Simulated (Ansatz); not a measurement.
`CCB(F)Br`. The species carries charge 0 and has multiplicity 1.

```xyz
10

C    -0.5257   -0.1669   -1.1503
C     0.5097   -0.2088   -0.0327
B     0.0545    0.4054    1.3220
F    -1.1456    0.9187    1.4948
Br    1.2289    0.4533    2.8504
H    -0.8203    0.8588   -1.3816
H    -1.4325   -0.7085   -0.8733
H    -0.1371   -0.6157   -2.0664
H     1.4343    0.3018   -0.3305
H     0.8337   -1.2381    0.1676
```

List the harmonic frequencies (cm⁻¹, unscaled) at PBE0-D4/def2-TZVP in Ansatz. (Estimate.)

Computed: 39, 166, 191, 284, 333, 407, 635, 730, 947, 985, 995, 1089, 1256, 1310, 1369, 1414, 1427, 1495, 1497, 3038, 3057, 3065, 3130, 3130.

Is this a minimum?

Yes, all 24 modes are real.

Give the ideal-gas thermochemistry at 298.15 K and 1 bar (rigid rotor, harmonic oscillator; point group Cs, symmetry number 1).

Zero-point energy 191.3 kJ/mol; H(298) − E = 210.8 kJ/mol; entropy 347.9 J/(mol·K), of which translation 170.4, rotation 115.3, vibration 62.2; G(298) − E = 107.0 kJ/mol. Modes under 100 cm⁻¹ are hindered rotations or soft bends, so the harmonic entropy is rough.

And at 400, 500, 600, 800 and 1000 K?


```
T (K)  H − E (kJ/mol)  S (J/mol/K)  G − E (kJ/mol)
  400           221.3        378.1            70.0
  500           233.3        405.0            30.8
  600           246.9        429.6           -10.9
  800           277.5        473.5          -101.3
 1000           311.6        511.5          -199.9
```

Rotational constants (cm⁻¹)?

0.2501, 0.04863, 0.04132.
